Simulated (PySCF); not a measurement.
# SeCl₃: from structure and modes to constants

All numbers come from UPBE0 in PySCF with Se def2-TZVP, Cl def2-TZVP; no relativity; density-fitted integrals.

The doublet minimum has Cs symmetry. Masses (u): Se 79.91652, Cl 34.96885.

```xyz
4
charge 0 multiplicity 2, angstrom
Se    0.0000   -0.2614   -0.2869
Cl    0.0000    0.0141    1.8288
Cl    2.1956    0.2902   -0.5868
Cl   -2.1956    0.2902   -0.5868
```

Harmonic wavenumbers (cm⁻¹): 91.4 (a', ×1), 129.3 (a', ×1), 168.7 (a'', ×1), 289.8 (a'', ×1), 314.8 (a', ×1), 428.5 (a', ×1).

(1) What is the harmonic zero-point energy?

(2) Find the vibrational entropy and heat capacity at 298.15 K.

## Answers

(1) Half the sum of all 6 wavenumbers, 1423/2 = 711 cm⁻¹, which is 8.5 kJ/mol (1 cm⁻¹ = 0.0119627 kJ/mol).

(2) With u = 1.43878 ω/T, each mode gives S = R[u/(eᵘ−1) − ln(1−e⁻ᵘ)] and C = R u² eᵘ/(eᵘ−1)².
| ω (cm⁻¹) | u | S (J/(mol K)) | C (J/(mol K)) |
| --- | --- | --- | --- |
| 91.4 | 0.441 | 15.18 | 8.18 |
| 129.3 | 0.624 | 12.37 | 8.05 |
| 168.7 | 0.814 | 10.25 | 7.87 |
| 289.8 | 1.398 | 6.17 | 7.08 |
| 314.8 | 1.519 | 5.59 | 6.88 |
| 428.5 | 2.068 | 3.61 | 5.89 |
The sums over all modes are S = 53.2 and C = 44.0 J/(mol K); the softest mode gives 29 % of the entropy.

Only a few start shapes were tried, so a lower isomer may exist.
